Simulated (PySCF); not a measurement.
A PySCF script (with the pyscf-properties extension) for the NMR shieldings of `BCC(=C)C=C`, C₅H₉B, on a GFN2-xTB geometry:

```python
import basis_set_exchange as bse
import numpy as np
from pyscf import gto, dft
from pyscf.prop import nmr

atoms = """
B    -1.770768    0.685747    0.038174
C    -0.975767   -0.632233   -0.299525
C     0.431934   -0.663185    0.228094
C     0.890950   -1.642728    1.005873
C     1.297865    0.445927   -0.150387
C     0.884786    1.548730   -0.761093
H    -1.609748    1.214888    1.069280
H    -2.599712    1.075563   -0.691452
H    -1.526421   -1.468627    0.141708
H    -0.945261   -0.824190   -1.375827
H     1.903614   -1.646844    1.374008
H     0.271762   -2.469350    1.311139
H     2.341834    0.335640    0.115309
H    -0.154326    1.692770   -1.023422
H     1.554847    2.355881   -1.003792
"""
names = dict.fromkeys(["B", "C", "H"], "pcSseg-1")
basis = {el: gto.basis.parse(bse.get_basis(n, elements=[el], fmt="nwchem")) for el, n in names.items()}
mol = gto.M(atom=atoms, basis=basis, charge=0, verbose=0)
mf = dft.RKS(mol, xc="PBE0")
mf.grids.level = 2
mf.grids.alignment = dft.numint.BLKSIZE   # the property module wants whole blocks of grid points
mf.conv_tol = 1e-9
mf.kernel()

calc = nmr.RKS(mf)   # GIAO
C = mf.mo_coeff
Co = C[:, mf.mo_occ > 0]
resp = mf.gen_response(singlet=True, hermi=2)
def vind(x):   # induced exchange potential for any number of trial vectors
    d = np.einsum("pi,xij,qj->xpq", C, 2 * x.reshape(-1, C.shape[1], Co.shape[1]), Co, optimize=True)
    return np.einsum("xpq,pi,qj->xij", resp(d - d.transpose(0, 2, 1)), C, Co, optimize=True).ravel()
mo1, _ = nmr.rhf.solve_mo1(calc, with_cphf=vind)
sigma = calc.kernel(mo1)
for i, s in enumerate(sigma):   # ppm
    w = np.linalg.eigvalsh((s + s.T) / 2)
    print("%2d %-2s iso %8.1f  s11 %8.1f  s22 %8.1f  s33 %8.1f" % (i, mol.atom_pure_symbol(i), w.mean(), *w))
```

Q: What are the results?

A: 
```
 0 B  iso     16.0  s11    -59.2  s22    -23.6  s33    131.0
 1 C  iso    149.1  s11    124.0  s22    146.3  s33    177.0
 2 C  iso     26.5  s11    -85.7  s22     19.6  s33    145.6
 3 C  iso     63.9  s11    -31.9  s22     79.5  s33    144.0
 4 C  iso     37.6  s11    -76.7  s22     40.9  s33    148.7
 5 C  iso     67.7  s11    -36.3  s22     79.1  s33    160.4
 6 H  iso     24.3  s11     15.8  s22     27.1  s33     29.9
 7 H  iso     23.8  s11     16.7  s22     26.2  s33     28.4
 8 H  iso     29.8  s11     25.3  s22     30.0  s33     34.3
 9 H  iso     28.8  s11     26.1  s22     26.8  s33     33.5
10 H  iso     26.3  s11     23.7  s22     25.3  s33     30.0
11 H  iso     26.3  s11     23.7  s22     25.1  s33     30.0
12 H  iso     24.9  s11     22.9  s22     23.9  s33     28.0
13 H  iso     28.3  s11     25.5  s22     27.7  s33     31.8
14 H  iso     26.4  s11     24.8  s22     25.1  s33     29.3
```

These numbers come from an equivalent density-fitted implementation of the same equations, which agrees with the script to about 0.01 ppm for H and up to a few tenths of a ppm for heavy atoms, so last digits may differ.

Size and cost of the density-fitted run: 147 basis functions, about 60 core-seconds.
